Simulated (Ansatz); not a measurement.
Program: Ansatz. Geometries: PBE0-D4/def2-TZVP. ΔE: electronic, gas phase. CCSD(T)/CBS is the MP2 limit (def2-TZVPP, def2-QZVPP) plus CCSD(T) − MP2 in def2-TZVPP, frozen cores. DFT in def2-TZVPP. For Se outer-core shells are correlated without core-valence functions, which leaves a few kJ/mol of doubt a bond. Scalar relativity is left out up to krypton. Each species was taken in one conformer, which may not be the lowest.

`NB[Se][SiH3]` + `NN[SiH3]` → `NN([SiH3])[SiH3]` + `NB[SeH]`  (ligand exchange at the Si–Se bond)

```csv
level,ΔE (kJ/mol)
ωB97M-V,3.8
r2SCAN,7.7
```

Question: What does CCSD(T)/CBS give? (Best estimate.)

Answer: Computed: +4.8 kJ/mol. The listed levels differ from it by -1.0, 2.9 kJ/mol.

Largest T1 diagnostic among the species: 0.011.
